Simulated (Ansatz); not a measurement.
Born–Oppenheimer molecular dynamics of CH6BF2N (11 atoms, charge 0, multiplicity 1). It starts at the highest image of a converged band. Of that band: Neighbouring images differ by up to 1.4 eV, so the band resolves the path poorly. A vibrational analysis at the climbing image gives one clearly imaginary mode, 732i cm⁻¹: a first-order saddle point.

All numbers below come from Ansatz 0.2.0, RKS B3LYP-D4/def2-SVP.

```
ensemble                      : NVE (velocity Verlet)
time step                     : 0.5 fs
steps asked                   : 195
starting velocities drawn for : 100 K
seed                          : 9663
```

First frame:

```xyz
11
Properties=species:S:1:pos:R:3
B 0.103 -0.487 0.000
F -0.677 0.609 1.245
H 1.199 -0.017 -0.158
F -0.775 -0.500 -1.012
N -0.082 -1.577 1.031
H -0.807 -2.244 0.764
C 1.075 -2.218 1.657
H 1.586 -2.920 0.977
H 1.801 -1.448 1.954
H 0.776 -2.768 2.562
H -0.606 -0.413 1.596
```

Task: How far do the bonds stretch over the last three quarters of this one trajectory? (Pairs bonded in most of those frames.)

Result: 
| bond | mean (Å) | spread (Å) | shortest | longest |
| --- | --- | --- | --- | --- |
| B1–H3 | 1.206 | 0.023 | 1.17 | 1.24 |
| B1–F4 | 1.335 | 0.010 | 1.31 | 1.35 |
| B1–N5 | 1.415 | 0.021 | 1.38 | 1.46 |
| F2–H11 | 0.941 | 0.025 | 0.90 | 0.99 |
| N5–H6 | 1.020 | 0.016 | 1.00 | 1.04 |
| N5–C7 | 1.458 | 0.012 | 1.43 | 1.48 |
| C7–H8 | 1.105 | 0.006 | 1.09 | 1.12 |
| C7–H9 | 1.100 | 0.010 | 1.09 | 1.12 |
| C7–H10 | 1.103 | 0.003 | 1.10 | 1.11 |

Mean temperature of the second half: 287 K. The conserved energy stayed within 0.084 meV per atom of its start (net change 0.046 meV per atom), so the integration is sound. The kinetic energy rose, since the run started high on the potential surface and went downhill. It ends in pieces (CH5BFN + FH), so much of that is their flight and rotation, not heat. A run of 0.098 ps of so small a system gives no equilibrium averages. The orbitals stay closed-shell, which can raise the energy where a bond breaks towards radicals; this wasn't checked here.

The run took 12 min on 2 threads of Intel(R) Xeon(R) Platinum 8259CL CPU @ 2.50GHz (Skylake/Cascade Lake) (shared host), peak memory 0.23 GiB.
